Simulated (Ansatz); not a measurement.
Input (CCSDT(Q)/def2-QZVPP; Ansatz, a first-principles code): A basis named .json is the Basis Set Exchange file of that set.

Ansatz 0.2 input:
```yaml
crystal:
  periodic: [false, false, false]
  atoms:
    - {symbol: Sb, position_ang: [-0.00000000, -0.00000000, -0.03312522]}
    - {symbol: H, position_ang: [0.00000000, 0.00000000, 1.68938604]}
basis:
  gaussian:
    orbitals: def2-QZVPP.json
magnetization: {spin_polarized: true, initial_magnetization: 2}
correlation: {method: ccsdt_q, electrons: outside_noble_gas}
```

Output:

```
Functional definition: HF
integrals: 0.39 GiB planned
1251 factors; integrals over basis functions are off by at most 1.8e-7 eV
mean field: 0.33 GiB planned
mean field evaluation 1: about -6525.9547 eV, gradient 5.1e0 eV
mean field evaluation 2: about -6525.9559 eV, gradient 5.1e0 eV
mean field evaluation 4: about -6526.3246 eV, gradient 6.0e-1 eV
mean field evaluation 8: about -6526.3290 eV, gradient 1.1e-3 eV
mean field evaluation 16: about -6526.3290 eV, gradient 5.3e-6 eV
mean field -6526.32900283 eV, -239.8381671492 hartree, gradient 5.3e-6 eV, S^2 2.021326; 0 other end points of the search recorded, 0 dependent functions left out
9 core orbitals not correlated
reference -6526.32900283 eV, -239.8381671492 hartree; 4, 2 occupied and 99, 101 virtual orbitals, 1251 factors
second order -2.49857327 eV of doubles, -0.00000000 eV of singles
coupled cluster: 2.24 GiB planned
cycle   1  -2.83784531 eV  change   -3.4e-1 eV  update   5.9e-2
cycle   2  -3.10102515 eV  change   -2.6e-1 eV  update   2.7e-2
cycle   3  -3.11184310 eV  change   -1.1e-2 eV  update   8.3e-3
cycle   4  -3.10926128 eV  change    2.6e-3 eV  update   3.4e-3
cycle   5  -3.11094607 eV  change   -1.7e-3 eV  update   9.7e-4
cycle   6  -3.11048138 eV  change    4.6e-4 eV  update   5.5e-4
cycle   7  -3.11041616 eV  change    6.5e-5 eV  update   2.6e-4
cycle   8  -3.11070885 eV  change   -2.9e-4 eV  update   1.2e-4
cycle   9  -3.11066614 eV  change    4.3e-5 eV  update   5.3e-5
cycle  10  -3.11062988 eV  change    3.6e-5 eV  update   2.1e-5
cycle  11  -3.11063404 eV  change   -4.2e-6 eV  update   7.6e-6
cycle  12  -3.11064361 eV  change   -9.6e-6 eV  update   3.2e-6
cycle  13  -3.11064575 eV  change   -2.1e-6 eV  update   7.9e-7
cycle  14  -3.11064514 eV  change    6.1e-7 eV  update   3.1e-7
cycle  15  -3.11064482 eV  change    3.1e-7 eV  update   1.1e-7
perturbative correction -0.00302462 eV, -0.0001111529 hartree
Total energy: -6529.44267227 eV, -239.9525923909 hartree
```
